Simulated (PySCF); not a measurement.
C2H3ClF2O2Si, SMILES O(C(C)=O)[Si](F)(Cl)F.

The structure is a stationary point at ωB97X-D3(BJ)/def2-SVP. Other conformers were not sampled.

All values below come from SMD-PBE0/def2-SVP run with PySCF.

Solvation free energies are E(SMD) − E(gas) at the gas-phase geometry, for 1 M in both phases. In vacuum the dipole moment is 2.76 D.

Computed solvation free energies in water, tetrahydrofuran, chlorobenzene:
```tsv
solvent	ΔG(solv) (kcal/mol)	its non-electrostatic (CDS) part	dipole (D)
water	-1.7	4.8	3.51
tetrahydrofuran	-5.0	-1.4	3.26
chlorobenzene	-4.9	-1.5	3.23
```
